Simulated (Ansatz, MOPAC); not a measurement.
Molecule: RhB, net charge 0, singlet state. SMILES: [Rh][B]

Atoms: Rh1, B2. Bonds: Rh1-B2.

Bond lengths (Å) and angles (degrees) optimised at PM7 with MOPAC; B3LYP/LANL2DZ with Ansatz (a first-principles code); B3LYP/6-31G* with LANL2DZ past Ar with Ansatz; MP2/6-31G* with LANL2DZ past Ar with Ansatz, each started from the B3LYP-D3(BJ)/def2-TZVP structure (Ansatz) of the last column. A row stands for all coordinates that are equal there. 6-31G* holds six Cartesian d functions.

```csv
coordinate,PM7,B3LYP/LANL2DZ,B3LYP/6-31G* with LANL2DZ past Ar,MP2/6-31G* with LANL2DZ past Ar,B3LYP-D3(BJ)/def2-TZVP
Rh1-B2,2.425,1.746,1.703,1.728,1.682
```

Mean signed difference of all 1 bond lengths from B3LYP-D3(BJ)/def2-TZVP: PM7 0.742 Å, B3LYP/LANL2DZ 0.063 Å, B3LYP/6-31G* with LANL2DZ past Ar 0.020 Å, MP2/6-31G* with LANL2DZ past Ar 0.045 Å.
